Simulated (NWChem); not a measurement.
Species: B2, triplet; SMILES [B][B]

Computed with NWChem. Spin-unrestricted. Structure relaxed at the PBE0/def2-SVP, spin-unrestricted level. No stability test was run on the SCF state.

What does the run give for LC-wPBE (HJS exchange hole, range parameter 0.4 per bohr)/def2-TZVP? Quantities: highest occupied level (eV); lowest empty minus highest occupied level, either spin (eV); <S²>.


* **highest occupied level (eV)**: -9.83
* **lowest empty minus highest occupied level, either spin (eV)**: 7.47
* **<S²>**: 2.01
